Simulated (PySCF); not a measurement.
## Field gradients at the hydrogen positions

Compound: C₄H₉ClO₃Si.
Z-matrix (Å and degrees, GFN2-xTB geometry), rows numbered from 1:
```
C 
O   1  1.4169
C   2  1.3854  1  114.17
C   3  1.5373  2  106.94  1  -172.74
O   4  1.3961  3  112.87  2  -163.63
C   5  1.4282  4  113.32  3    79.45
Si  6  1.9137  5  108.01  4   -50.86
Cl  7  1.9917  6  114.89  5  -112.25
O   3  1.3994  2  111.14  1    64.89
H   1  1.0930  2  111.02  3   -60.56
H   1  1.0952  2  110.63  3    60.93
H   1  1.0872  2  106.01  3  -179.90
H   3  1.1046  2  111.06  1   -52.00
H   4  1.0986  3  107.49  2   -40.43
H   4  1.0913  3  108.84  2    77.60
H   6  1.0982  5  108.83  4    71.93
H   6  1.0904  5  104.89  4  -173.09
H   7  1.4604  6  111.20  5   120.12
```

Level: PBE0/pcSseg-1 (PySCF, non-relativistic); Q(2H) = 0.00286 b; rigid geometry, the same for H and D, with no vibrational averaging.

Question: Rank these positions by the coupling χzz of a deuteron there, largest first.
A. H14 (methylene hydrogen)
B. H12 (methyl hydrogen)
C. H18 (Si–H hydrogen)
D. H15 (methylene hydrogen)
E. H13 (methine hydrogen)

Answer: B (207 kHz), D (200 kHz), A (190 kHz), E (179 kHz), C (107 kHz).

Tabulate Vzz, the asymmetry η and χzz = 234.96 MHz × Q × Vzz for every hydrogen position.

```json
{"atom": "H10", "bonded to": "C1", "bond length (Å)": "1.093", "Vzz (au)": "0.2937", "η": "0.07", "χzz (kHz)": "197"}
{"atom": "H11", "bonded to": "C1", "bond length (Å)": "1.095", "Vzz (au)": "0.2927", "η": "0.09", "χzz (kHz)": "197"}
{"atom": "H12", "bonded to": "C1", "bond length (Å)": "1.087", "Vzz (au)": "0.3082", "η": "0.07", "χzz (kHz)": "207"}
{"atom": "H13", "bonded to": "C3", "bond length (Å)": "1.105", "Vzz (au)": "0.2667", "η": "0.02", "χzz (kHz)": "179"}
{"atom": "H14", "bonded to": "C4", "bond length (Å)": "1.099", "Vzz (au)": "0.2824", "η": "0.06", "χzz (kHz)": "190"}
{"atom": "H15", "bonded to": "C4", "bond length (Å)": "1.091", "Vzz (au)": "0.2973", "η": "0.04", "χzz (kHz)": "200"}
{"atom": "H16", "bonded to": "C6", "bond length (Å)": "1.098", "Vzz (au)": "0.2916", "η": "0.09", "χzz (kHz)": "196"}
{"atom": "H17", "bonded to": "C6", "bond length (Å)": "1.090", "Vzz (au)": "0.3051", "η": "0.07", "χzz (kHz)": "205"}
{"atom": "H18", "bonded to": "Si7", "bond length (Å)": "1.460", "Vzz (au)": "0.1590", "η": "0.02", "χzz (kHz)": "107"}
```

Average by the element that carries the hydrogen.

on C: 196 kHz over 8 positions, mean bond length 1.095 Å; on Si: 107 kHz over 1 position, mean bond length 1.460 Å.

How does χzz go with the bond length over the 8 C–H bonds?

A straight-line fit has a slope of -15.3 kHz for each 0.01 Å, with a correlation coefficient of -0.96, over lengths from 1.087 to 1.105 Å. The longer bonds have the smaller couplings here.

A static deuteron (I = 1) shows a doublet split by (3/2)χ, (3/4)χ(1 + η) and (3/4)χ(1 − η) with the field along z, y and x of the gradient. What are these for H15?

With |χ| = 199.8 kHz and η = 0.041: 300, 156 and 144 kHz, to first order and without motion.

Isolated species at its GFN2-xTB geometry (one conformer only). GFN2-xTB bond lengths can be off by several hundredths of an ångström, more for odd bonds, and the gradients follow them. A larger basis could move these couplings by a tenth or more.

The run behind these numbers computed NMR shieldings as well. On one thread of an Intel Xeon 6975P-C, shared host, this took 38 s of wall time (grids of density and orbitals included) and 0.95 GiB of memory at its peak.
